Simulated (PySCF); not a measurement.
C4H12Si, SMILES CCC[SiH2]C (GFN2-xTB optimised geometry):

```
17

Si    -0.454     0.754     0.000
C     -1.087    -0.144     1.549
C     -1.090    -0.117    -1.570
C     -0.644    -1.572    -1.692
C     -1.150    -2.216    -2.978
H     -0.938     2.141     0.000
H      1.016     0.754     0.000
H     -2.171    -0.217     1.551
H     -0.793     0.383     2.451
H     -0.689    -1.153     1.616
H     -0.746     0.430    -2.450
H     -2.182    -0.081    -1.598
H     -1.016    -2.141    -0.837
H      0.447    -1.620    -1.670
H     -2.238    -2.197    -3.011
H     -0.773    -1.680    -3.846
H     -0.823    -3.252    -3.045
```

Computed with CAM-B3LYP/def2-SVP (PySCF 2.14.0).

Question: What are the frontier orbital energies and the dipole moment?

Answer: HOMO-2 -10.44 eV, HOMO-1 -10.17 eV, HOMO -9.49 eV, LUMO 2.48 eV, LUMO+1 2.71 eV; dipole moment 0.61 D.

On the same geometry PBE/def2-SVP (PySCF) gives HOMO-2 -7.63 eV, HOMO-1 -7.43 eV, HOMO -6.84 eV, LUMO 0.73 eV, LUMO+1 0.88 eV; dipole moment 0.71 D.

Meta-Löwdin charges at CAM-B3LYP/def2-SVP: Si1 0.66, C2 -0.54, C3 -0.40, C4 -0.14, C5 -0.28, H6 -0.12, H7 -0.12, H8 0.11, H9 0.11, H10 0.11, H11 0.09, H12 0.09, H13 0.08, H14 0.08, H15 0.09, H16 0.09, H17 0.09.
